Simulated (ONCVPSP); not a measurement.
# Which change was made? (As, ONCV)

```
Element                 : arsenic
Generator               : ONCVPSP 4.0.1
Type                    : optimised norm-conserving Vanderbilt (ONCV)
Functional              : LDA (Perdew-Wang 92)
Relativity              : scalar-relativistic
Frozen core             : [Ar] 3d10
Valence charge          : 5
Reference configuration : 4s1.75 4p3.25
Partial waves           : 4s: rc 1.25 bohr, ncon 3, nbas 6, qcut 4.8 1/bohr, 1 projector; 4p: rc 1.90 bohr, ncon 4, nbas 7, qcut 4.3 1/bohr, 2 projectors, debl 2.8 Ha
Local potential         : polynomial inside 0.95 bohr (lpopt 5, dvloc0 2 Ha)
Core correction         : Teter function, fcfact 3, rcfact 1.3
```

Cutoffs, loose and tight: the cutoffs (Ha) at which the residual kinetic energy of the hardest occupied pseudo-wave falls to 1 and 0.1 mHa per electron. They do not see the model core or the augmentation charge, which bear on the density cutoff. Test errors are all-electron minus pseudo excitation energies from the reference, over the configurations 4s2 4p3; 4s2 4p2; 4s2 4p1; 4s2 4p0; variants that change the core or the reference have their own tests.

The base gives: outcome: generated; cutoff, loose: 31 Ha; cutoff, tight: 70 Ha; bound ghosts: s; GHOST(+) flags above zero: p; largest test error (meV): -20.

(1) After one change the result is: outcome: generated; cutoff, loose: 31 Ha; cutoff, tight: 70 Ha; bound ghosts: s; GHOST(+) flags above zero: none; largest test error (meV): -13. Which change was it?
A. core correction Teter function, fcfact 3, rcfact 1.5
B. reference 4s2 4p3
C. p: rc 1.7
D. local potential polynomial inside 0.95 bohr (lpopt 5, dvloc0 8.5 Ha)
E. core correction Teter function, fcfact 5, rcfact 1.45

## Answers

(1) C. The others give: local potential polynomial inside 0.95 bohr (lpopt 5, dvloc0 8.5 Ha) → outcome: generated; cutoff, loose: 31 Ha; cutoff, tight: 70 Ha; bound ghosts: none; GHOST(+) flags above zero: s; largest test error (meV): +25 | reference 4s2 4p3 → outcome: generated; cutoff, loose: 31 Ha; cutoff, tight: 70 Ha; bound ghosts: s; GHOST(+) flags above zero: p; largest test error (meV): -25 | core correction Teter function, fcfact 3, rcfact 1.5 → outcome: generated; cutoff, loose: 31 Ha; cutoff, tight: 70 Ha; bound ghosts: s; GHOST(+) flags above zero: p; largest test error (meV): -146 | core correction Teter function, fcfact 5, rcfact 1.45 → outcome: generated; cutoff, loose: 31 Ha; cutoff, tight: 70 Ha; bound ghosts: s; GHOST(+) flags above zero: p; largest test error (meV): -188.
